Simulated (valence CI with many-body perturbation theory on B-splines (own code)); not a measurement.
The numbers below are computed, except where a source is named.
# Energy levels of Sb38+

Level of theory: valence CI with perturbative core correlation (CI+MBPT): three valence electrons over a frozen Dirac-Fock core [Ne], radial functions for each j: 11 s, 11 p, 10 d, 8 f, 5 g, 2 h, with the one-electron correlation potential Σ1, the two-electron term Σ2, the three-electron term Σ3, Breit, model QED; selected CI, second order for the rest, scaled by the run's own slope (own B-spline code, finite nucleus).

The last digits are not significant, and no measured levels were compared; by estimate large intervals hold to a few tenths of a per cent, small ones and those within an open d or f shell to about a per cent.

Levels 136 to 154 of 154, with energies above the lowest level, 3s²3p ²P°_1/2. "Leading %" is the weight of the configuration and term that name the level; weights of strongly mixed levels are sums over their largest components and can fall short. In the jj column 3d3/2^4 stands for four electrons in 3d with j = 3/2.

| No. | Configuration | Term | J | E (Ry) | Leading % | Leading jj | Second component |
| --- | --- | --- | --- | --- | --- | --- | --- |
| 136 | 3d³ | ²G | 7/2 | 59.787 | 67 | 3d3/2 3d5/2^2 (82 %) | 30 % 3d³ ⁴F |
| 137 | 3d³ | ⁴F | 9/2 | 59.842 | 50 | 3d3/2 3d5/2^2 (80 %) | 50 % 3d³ ²H |
| 138 | 3d³ | ⁴P | 5/2 | 59.968 | 83 | 3d3/2 3d5/2^2 (48 %) | 12 % 3d³ ²D |
| 139 | 3d³ | ²D | 3/2 | 60.281 | 45 | 3d3/2 3d5/2^2 (96 %) | 40 % 3d³ ⁴P |
| 140 | 3d³ | ²H | 11/2 | 60.302 | 100 | 3d3/2 3d5/2^2 (100 %) |  |
| 141 | 3d³ | ²P | 1/2 | 60.444 | 70 | 3d3/2 3d5/2^2 (96 %) | 29 % 3d³ ⁴P |
| 142 | 3d³ | ²D | 5/2 | 60.706 | 92 | 3d3/2 3d5/2^2 (65 %) | 5 % 3d³ ⁴F |
| 143 | 3d³ | ²F | 5/2 | 60.891 | 79 | 3d3/2 3d5/2^2 (70 %) | 11 % 3d³ ²D |
| 144 | 3d³ | ²G | 9/2 | 60.964 | 59 | 3d5/2^3 (89 %) | 22 % 3d³ ²H |
| 145 | 3d³ | ²F | 7/2 | 60.984 | 92 | 3d3/2 3d5/2^2 (90 %) | 7 % 3d³ ²G |
| 146 | 3d³ | ²P | 3/2 | 61.401 | 57 | 3d5/2^3 (74 %) | 29 % 3d³ ²D |
| 147 | 3d³ | ²D | 3/2 | 62.380 | 96 | 3d3/2 3d5/2^2 (74 %) |  |
| 148 | 3d³ | ²D | 5/2 | 62.571 | 77 | 3d5/2^3 (77 %) | 16 % 3d³ ²F |
| 149 | 3s²4s | ²S | 1/2 | 86.903 | 98 | 3s^2 4s (98 %) |  |
| 150 | 3s²4p | ²P° | 1/2 | 90.036 | 97 | 3s^2 4p1/2 (97 %) |  |
| 151 | 3s²4p | ²P° | 3/2 | 91.807 | 92 | 3s^2 4p3/2 (92 %) |  |
| 152 | 3s3p4s | ⁴P° | 1/2 | 92.869 | 89 | 3s 3p1/2 4s (98 %) | 9 % 3s3p4s ²P° |
| 153 | 3s3p4s | ⁴P° | 3/2 | 93.469 | 70 | 3s 3p1/2 4s (89 %) | 24 % 3s3p4s ²P° |
| 154 | 3s3p4s | ²P° | 1/2 | 93.882 | 93 | 3s 3p1/2 4s (96 %) | 5 % 3s3p4s ⁴P° |

Names give the largest LS component (configuration and term), which can be under half, so a name can repeat, a term be missing and a line seem to break the LS rules; names also repeat where a configuration has a term twice.
